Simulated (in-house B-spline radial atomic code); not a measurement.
Radial electron density of Yb III (Yb2+), [Kr] 4d9 4f14 5s2 5p6 6p1. Level of theory: Dirac-Hartree-Fock, average of configuration, Fermi nucleus of rms radius 5.3108 fm; calculated with a B-spline radial code for spherical atoms.

Columns: r (bohr), 4πr²n(r) (electrons per bohr), bar.

```
0.000717    3.585 #
0.000902    5.192 ##
 0.00114    7.519 ###
 0.00143    10.67 ####
  0.0018    15.05 #####
 0.00226    20.88 #######
 0.00285    28.64 ##########
 0.00358    38.28 #############
 0.00451    50.01 ##################
 0.00567    63.06 ######################
 0.00714    76.47 ###########################
 0.00899    88.19 ###############################
  0.0113    95.83 ##################################
  0.0142    97.68 ##################################
  0.0179    93.85 #################################
  0.0225    88.05 ###############################
  0.0284    86.84 ##############################
  0.0357    95.73 ##################################
  0.0449    112.6 ########################################
  0.0565    125.3 ############################################
  0.0712    121.2 ###########################################
  0.0896    104.2 #####################################
   0.113    96.01 ##################################
   0.142    107.1 ######################################
   0.178    113.3 ########################################
   0.225    89.94 ################################
   0.283    60.05 #####################
   0.356    56.67 ####################
   0.448    65.03 #######################
   0.563    55.72 ####################
   0.709    34.87 ############
   0.892    20.77 #######
    1.12    14.23 #####
    1.41    9.041 ###
    1.78    4.215 #
    2.24    1.405 
    2.82    0.508 
    3.55   0.3771 
    4.46   0.2682 
    5.61   0.1118 
    7.07  0.02325 
    8.89 0.002154 
    11.2 7.053e-05 
    14.1 6.594e-07
```

On this grid the curve has 4 maxima, near 0.0142, 0.0565, 0.178, 0.448 bohr.

The 4d3/2 radial function P(r) = rR(r), positive near the nucleus, with its small component Q(r) (sign convention: Q ≈ (P' + κP/r)/2c):

```json
{"r (bohr)": "0.00567", "P": "0.001974", "Q": "0.004354"}
{"r (bohr)": "0.00899", "P": "0.006308", "Q": "0.009686"}
{"r (bohr)": "0.0142", "P": "0.0198", "Q": "0.02032"}
{"r (bohr)": "0.0225", "P": "0.0601", "Q": "0.03942"}
{"r (bohr)": "0.0357", "P": "0.1676", "Q": "0.06709"}
{"r (bohr)": "0.0565", "P": "0.3985", "Q": "0.09182"}
{"r (bohr)": "0.0896", "P": "0.7329", "Q": "0.08594"}
{"r (bohr)": "0.142", "P": "0.8292", "Q": "0.0292"}
{"r (bohr)": "0.225", "P": "0.1042", "Q": "-0.03818"}
{"r (bohr)": "0.356", "P": "-1.143", "Q": "-0.04567"}
{"r (bohr)": "0.563", "P": "-1.426", "Q": "-0.01223"}
{"r (bohr)": "0.892", "P": "-0.6585", "Q": "0.001839"}
{"r (bohr)": "1.41", "P": "-0.1186", "Q": "0.0008753"}
{"r (bohr)": "2.24", "P": "-0.007225", "Q": "6.147e-05"}
```
